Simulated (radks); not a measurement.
The numbers below are computed, except where a source is named.
Trend from K+ to Kr+: ionisation energy by Delta-SCF between NIST ground configurations, and size. Level of theory: Dirac Kohn-Sham, PBEsol, spin-unpolarised, spherical densities, finite nucleus; open shells are shared between the two j in proportion to 2j + 1; Fermi nuclear charge, rms radius of each element as measured or else 0.836 A^(1/3) + 0.57 fm (a radial shooting solver on a logarithmic mesh with Libxc functionals).

| species | configuration | IE (eV) | NIST (eV) | kind | outermost | <r> outermost (bohr) | r at 0.001 e/bohr^3 (bohr) |
|---|---|---|---|---|---|---|---|
| K+ | [Ar] | 31.872 | 31.625 | exp. | 3p3/2 | 1.43 | 3.31 |
| Ca+ | [Ar] 4s1 | 11.681 | 11.872 | exp. | 4s1/2 | 3.60 | 4.31 |
| Sc+ | [Ar] 3d1 4s1 | 12.651 | 12.800 | exp. | 4s1/2 | 3.36 | 4.27 |
| Ti+ | [Ar] 3d2 4s1 | 13.471 | 13.576 | exp. | 4s1/2 | 3.18 | 4.19 |
| V+ | [Ar] 3d4 | 14.788 | 14.63 | exp. | 3d5/2 | 1.55 | 3.68 |
| Cr+ | [Ar] 3d5 | 16.015 | 16.486 | exp. | 3d5/2 | 1.42 | 3.62 |
| Mn+ | [Ar] 3d5 4s1 | 15.512 | 15.640 | exp. | 4s1/2 | 2.80 | 3.94 |
| Fe+ | [Ar] 3d6 4s1 | 16.116 | 16.199 | exp. | 4s1/2 | 2.70 | 3.87 |
| Co+ | [Ar] 3d8 | 19.321 | 17.084 | exp. | 3d5/2 | 1.14 | 3.43 |
| Ni+ | [Ar] 3d9 | 20.334 | 18.169 | exp. | 3d5/2 | 1.07 | 3.37 |
| Cu+ | [Ar] 3d10 | 21.314 | 20.292 | exp. | 3d5/2 | 1.02 | 3.31 |
| Zn+ | [Ar] 3d10 4s1 | 18.349 | 17.964 | exp. | 4s1/2 | 2.39 | 3.62 |
| Ga+ | [Ar] 3d10 4s2 | 21.137 | 20.515 | exp. | 4s1/2 | 2.21 | 3.73 |
| Ge+ | [Ar] 3d10 4s2 4p1 | 15.452 | 15.935 | exp. | 4p3/2 | 2.55 | 3.93 |
| As+ | [Ar] 3d10 4s2 4p2 | 17.946 | 18.589 | exp. | 4p3/2 | 2.32 | 3.95 |
| Se+ | [Ar] 3d10 4s2 4p3 | 20.373 | 21.20 | exp. | 4p3/2 | 2.13 | 3.90 |
| Br+ | [Ar] 3d10 4s2 4p4 | 22.778 | 21.591 | exp. | 4p3/2 | 1.97 | 3.82 |
| Kr+ | [Ar] 3d10 4s2 4p5 | 25.186 | 24.360 | exp. | 4p3/2 | 1.84 | 3.72 |

Reference values: NIST Atomic Spectra Database (exp. = measured, semi-emp. = semi-empirical, theory = theoretical value adopted there). Spin polarisation and multiplet splitting are left out, so open shells lie too high by an amount that depends on their filling. Sharing an open shell by 2j + 1 raises it above the true ground level by a part of the spin-orbit splitting, which enters the differences from NIST.

Beside tabulated values, note that spin-unpolarised runs miss the spin-polarisation part of the exchange energy of open shells.
